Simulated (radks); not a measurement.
The numbers below are computed, except where a source is named.
Q: The mean radii <r> (bohr) of the occupied orbitals of an atom or ion are listed with their occupations. Level of theory: Dirac Kohn-Sham, PBEsol, spin-unpolarised, spherical densities, point nucleus (a radial shooting solver on a logarithmic mesh with Libxc functionals).

orbital  occ.      <r>
1s1/2       2  0.04410
2s1/2       2   0.1958
2p1/2       2   0.1686
2p3/2       4   0.1724
3s1/2       2   0.5742
3p1/2       2   0.5825
3p3/2       4   0.5931
3d3/2       4   0.6263
3d5/2       6   0.6306
4s1/2       2    1.692
4p1/2       2    1.965

Name the element and its charge. Open shells, if any, fill j = l - 1/2 first.

A: Z = 34, selenium, charge +2: Se2+ in [Ar] 3d10 4s2 4p2. The 1s radius gives Z: for a bare nucleus <r> = (2 gamma + 1)/(2Z) with gamma = sqrt(1 - (Z/c)^2), 0.0432 bohr for Z = 34, and screening makes it slightly larger (0.04410 here). The occupations add up to 32, and the charge is Z minus that.
